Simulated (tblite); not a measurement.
Compound: C5H11ClSi2.
Structure used (GFN2-xTB), in Å, numbered top down from 1:
```
atom  x, y, z in Å
Si1    2.191   -0.517    1.325
C2     0.590   -0.550    0.329
C3     0.221   -1.542   -0.488
Si4   -1.477   -1.269   -1.245
C5    -1.762    0.190   -0.056
C6    -0.368    0.619    0.423
C7     0.197    1.727   -0.461
Cl8   -0.741    3.235   -0.310
H9     2.829   -1.830    1.241
H10    1.867   -0.189    2.715
H11    3.099    0.503    0.788
H12    0.857   -2.400   -0.642
H13   -1.435   -0.888   -2.662
H14   -2.414   -2.375   -1.045
H15   -2.347   -0.140    0.803
H16   -2.294    1.036   -0.486
H17   -0.406    0.993    1.453
H18    0.162    1.432   -1.510
H19    1.221    1.973   -0.180
```

Computed values, GFN2-xTB/tblite, gas phase, harmonic and unscaled. Errors from tens to a few hundred cm⁻¹ against measured bands are possible. Modes of hydrogen on silicon can be 10 to 20 % off. One conformer, not necessarily the lowest.

Harmonic wavenumbers (cm⁻¹): 25.4, 61.7, 103.8, 131.8, 162.9, 180.9, 255.5, 356.3, 383.7, 414.4, 474.8, 503.2, 520.6, 541.0, 585.4, 625.1, 723.0, 730.0, 764.7, 776.7, 783.0, 790.6, 794.4, 804.4, 818.4, 856.9, 889.8, 979.0, 1030.6, 1084.2, 1130.2, 1177.0, 1199.9, 1228.8, 1245.4, 1288.6, 1311.5, 1435.4, 1481.5, 1610.2, 2224.5, 2229.5, 2250.9, 2256.1, 2279.5, 2919.6, 2977.1, 2981.2, 2988.5, 3021.1, 3073.0.

A = 1268, B = 916.6, C = 574.4 MHz; mass 162.009 u (most abundant isotopes); point group C1, symmetry number 1.

Q: Zero-point energy?

A: ½Σν̃ = 29731 cm⁻¹ = 85.00 kcal/mol.

Q: Entropy at 298.15 K, 1 bar (ideal gas, RRHO, classical rotation)?

A: Translation 41.18, rotation 30.56, vibration 32.82: S = 104.6 cal/(mol K).

Q: And Cp and H(298.15 K) − H(0)?

A: Cp = 42.68 cal/(mol K), of which vibrations give 34.73 (their classical limit is 51 R = 101.3); H(298.15 K) − H(0) = 7.43 kcal/mol without the zero-point energy, 5.06 from vibrations.

Q: How do the functions run with temperature in this model?

A: 
```tsv
T (K)	S (cal/(mol K))	Cp (cal/(mol K))	H − H(0) (kcal/mol)	G − H(0) (kcal/mol)	ln q(vib)
150	82.2	24.6	2.45	-9.87	3.77
250	97.6	36.9	5.52	-18.87	6.60
400	118.7	53.5	12.35	-35.12	10.90
600	143.5	68.7	24.68	-61.39	16.59
900	174.2	82.7	47.58	-109.21	24.55
```

q(vib) and H(0) count from the zero-point level.

Q: Which modes carry the vibrational entropy at 298.15 K?

A: 25.4 cm⁻¹: 6.16; 61.7 cm⁻¹: 4.40; 103.8 cm⁻¹: 3.38; 131.8 cm⁻¹: 2.92; 162.9 cm⁻¹: 2.52; 180.9 cm⁻¹: 2.32 cal/(mol K); the other 45 give 11.13 together.

Q: Blend soft modes into free rotors: weight 1/[1 + (100 cm⁻¹/ν̃)⁴] for the oscillator and the rest for a rotor with moment μB/(μ + B), μ = h/(8π²ν), B = 10⁻⁴⁴ kg m². What vibrational entropy results?

A: 29.61 cal/(mol K) in place of 32.82, which changes −T·S at 298.15 K by +0.96 kcal/mol.

Hindered rotation and anharmonicity are outside this model. Other conformers, if any are populated, would add a mixing term that is left out. The structure is chiral; the term R ln 2 for an equal mix with its mirror image is left out.
